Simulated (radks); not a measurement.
The bismuth ion Bi+, configuration [Hg] 6p1.75 6d0.25 (fractional occupations, a model configuration). Calculated with a radial shooting solver on a logarithmic mesh with Libxc functionals: scalar-relativistic Kohn-Sham, revPBE, spin-polarised, spherical densities, finite nucleus; open shells are filled with parallel spins first (spin-orbit coupling, left out, can overturn this in heavy ions); Fermi nuclear charge, rms radius 5.5211 fm. Some entries of the table are withheld. Estimate them.

orbital,occ.,eigenvalue (eV),<r^2> (bohr^2)
1s up,1,-90628.19,0.0003463
1s down,1,-90628.17,0.0003463
2s up,1,-16292.37,0.005245
2s down,1,-16292.36,0.005245
2p up,3,-13943.46,0.004486
2p down,3,-13943.44,0.004486
3s up,1,-3939.716,0.03370
3s down,1,-3939.702,0.03370
3p up,3,-3268.237,0.03501
3p down,3,-3268.220,0.03501
3d up,5,-2592.462,0.02902
3d down,5,-2592.447,0.02902
4s up,1,-911.1544,0.1604
4s down,1,-911.1306,0.1604
4p up,3,-691.0383,0.1840
4p down,3,-691.0127,0.1840
4d up,5,-439.0045,0.2058
4d down,5,-438.9751,0.2058
5s up,1,-166.5497,0.7738
5s down,1,-166.4805,0.7738
4f up,7,-161.5009,0.2321
4f down,7,-161.4667,0.2321
5p up,3,-104.7853,1.014
5p down,3,-104.7207,1.012
5d up,5,-36.0463,(1)
5d down,5,-35.8182,(2)
6s up,1,-23.2316,5.072
6s down,1,-21.9916,4.981
6p up,1.75,(3),8.610
6p down,0,(4),8.818
6d up,0.25,-3.8592,(5)

Answer. 
(1) 5d up <r^2> (bohr^2): 1.763
(2) 5d down <r^2> (bohr^2): 1.732
(3) 6p up eigenvalue (eV): -12.5475
(4) 6p down eigenvalue (eV): -11.0780
(5) 6d up <r^2> (bohr^2): 31.78
